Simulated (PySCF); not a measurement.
Se(2+): excitation energy

Se(2+) [Ar] 3d10 4s2 4p2 (3P) → Se(2+) [Ar] 3d10 4s1 4p2 5s1 (5P), as a difference of total energies. All numbers are calculated (PySCF 2.14, a scalar-relativistic core potential, in aug-cc-pVTZ-PP with ECP10MDF). Correlated levels: valence: 3s2 3p6 3d10 frozen. The calculations carry no spin-orbit coupling.

```
           method  excitation energy (eV)
              UHF                  23.423
              LDA                  25.682
              PBE                  25.363
             PBE0                  25.150
           r2SCAN                  25.218
             BP86                  25.442
          wB97M-V                  25.222
             BLYP                  25.850
    MP2 (valence)                  24.444
SCS-MP2 (valence)                  24.894
```

Q: How much does correlation contribute at MP2 (valence)?

A: 24.444 − (23.423) = 1.021 eV, measured against UHF.

The promoted electron is Rydberg-like, and one or two diffuse shells describe it only roughly, which tends to raise the upper state.

The Hartree-Fock determinant of the upper state isn't an eigenfunction of L²: it has lost the atom's symmetry, so its energy isn't that of a pure term.
